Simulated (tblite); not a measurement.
Species: C₅H₆NO₂ (doublet state).
Atom-mapped SMILES: `[CH2:1]=[CH:2][O:3]/[CH:4]=[CH:5]\[NH:6][C:7]=[O:8]` (hydrogens: H9, H10 on C1; H11 on C2; H12 on C4; H13 on C5; H14 on N6)

Computed geometry: GFN2-xTB, gas phase. This method treats the open shell by occupation alone, without spin polarisation.

Problem. List the bond lengths, angles and torsions at this level.

Solution. 
```json
{"bond": "C1=C2", "length (Å)": "1.323", "order": "double"}
{"bond": "C2–O3", "length (Å)": "1.358", "order": "single"}
{"bond": "O3–C4", "length (Å)": "1.363", "order": "single"}
{"bond": "C4=C5", "length (Å)": "1.331", "order": "double"}
{"bond": "C5–N6", "length (Å)": "1.405", "order": "single"}
{"bond": "N6–C7", "length (Å)": "1.325", "order": "single"}
{"bond": "C7=O8", "length (Å)": "1.203", "order": "double"}
{"bond": "C1–H9", "length (Å)": "1.072", "order": "single"}
{"bond": "C1–H10", "length (Å)": "1.075", "order": "single"}
{"bond": "C2–H11", "length (Å)": "1.086", "order": "single"}
{"bond": "C4–H12", "length (Å)": "1.083", "order": "single"}
{"bond": "C5–H13", "length (Å)": "1.076", "order": "single"}
{"bond": "N6–H14", "length (Å)": "1.012", "order": "single"}
```

Orders are formal, as drawn. A selection of angles:
```json
{"angle": "C2–C1–H9", "degrees": "120.7"}
{"angle": "C2–C1–H10", "degrees": "121.4"}
{"angle": "H9–C1–H10", "degrees": "117.9"}
{"angle": "C1–C2–O3", "degrees": "121.8"}
{"angle": "C1–C2–H11", "degrees": "122.5"}
{"angle": "O3–C2–H11", "degrees": "115.8"}
{"angle": "C2–O3–C4", "degrees": "118.3"}
{"angle": "O3–C4–C5", "degrees": "121.4"}
{"angle": "O3–C4–H12", "degrees": "117.1"}
{"angle": "C5–C4–H12", "degrees": "121.4"}
{"angle": "C4–C5–N6", "degrees": "122.5"}
{"angle": "C4–C5–H13", "degrees": "122.2"}
{"angle": "N6–C5–H13", "degrees": "115.3"}
{"angle": "C5–N6–C7", "degrees": "125.7"}
{"angle": "C5–N6–H14", "degrees": "114.9"}
{"angle": "C7–N6–H14", "degrees": "119.4"}
{"angle": "N6–C7–O8", "degrees": "132.8"}
```

Torsions: C1–C2–O3–C4 180° (antiperiplanar); C2–O3–C4–C5 180° (antiperiplanar); O3–C4–C5–N6 0° (synperiplanar); C4–C5–N6–C7 180° (antiperiplanar); C5–N6–C7–O8 0° (synperiplanar).

C4 (carbon bonded to C, O and H) is planar (angles 121.4°, 121.4° and 117.1°, sum 360.0°, 0.00 Å off the plane of its three neighbours). C5 (carbon bonded to C, N and H) is planar (angles 122.5°, 122.2° and 115.3°, sum 360.0°, 0.00 Å off the plane of its three neighbours). C1 (carbon bonded to C and 2 H) is planar (angles 121.4°, 120.7° and 117.9°, sum 360.0°, 0.00 Å off the plane of its three neighbours). The C–N distances run from 1.325 Å (N6–C7, drawn single) to 1.405 Å (C5–N6, drawn single), a spread of 0.080 Å. Of the pairs four or more bonds apart, O3···H14 is among the closest relative to their van der Waals radii: 2.42 Å, 89 % of the sum of Bondi's values. C7 (carbon bonded to N and O) is bent (angle 132.8°). N6 (nitrogen bonded to 2 C and H) is planar (angles 125.7°, 119.4° and 114.9°, sum 360.0°, 0.00 Å off the plane of its three neighbours).

Point group: Cs (tolerance 0.08 Å). Its GFN2-xTB frequencies are all real (lowest 49 cm⁻¹).

One conformer stands for the species.
